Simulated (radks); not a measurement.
Ba III, 54 electrons, occupied as [Xe] (the NIST ground configuration).

Calculated with a radial shooting solver on a logarithmic mesh with Libxc functionals: non-relativistic Kohn-Sham, LB94 model potential, spin-polarised, spherical densities, point nucleus; relativity is left out, which matters for an element this heavy.

Energy parts (eV):
kinetic: 215084.63
electron-nucleus: -508273.51
Hartree: 83829.80
(The LB94 potential has no energy functional, so no total or exchange-correlation energy is given.)

Orbitals (lengths in bohr, moments of r in powers of bohr; <r^-3> diverges for s and p1/2):
1s: occ. 2; eigenvalue (eV) -35727.30
2s: occ. 2; eigenvalue (eV) -5523.737
2p: occ. 6; eigenvalue (eV) -5218.531; <r^-3> 5879
3s: occ. 2; eigenvalue (eV) -1188.618
3p: occ. 6; eigenvalue (eV) -1056.513; <r^-3> 1126
3d: occ. 10; eigenvalue (eV) -809.8237; <r^-3> 186.9
4s: occ. 2; eigenvalue (eV) -246.1726
4p: occ. 6; eigenvalue (eV) -198.2548; <r^-3> 234.0
4d: occ. 10; eigenvalue (eV) -114.7856; <r^-3> 31.76
4f: occ. 0; eigenvalue (eV) -21.1545; <r^-3> 3.460
5s: occ. 2; eigenvalue (eV) -49.3921
5p: occ. 6; eigenvalue (eV) -36.6324; <r^-3> 34.50
6s: occ. 0; eigenvalue (eV) -17.4631

The highest occupied level is 5p at -36.632 eV. The density falls to 0.001 e/bohr^3 at r = 3.77 bohr. The electron density at the nucleus is 1.244e+05 e/bohr^3. Summed over all electrons, <r^2> = 44.91 bohr^2, which gives a Langevin (diamagnetic) susceptibility term of -35.6 x 10^-6 cm^3/mol.
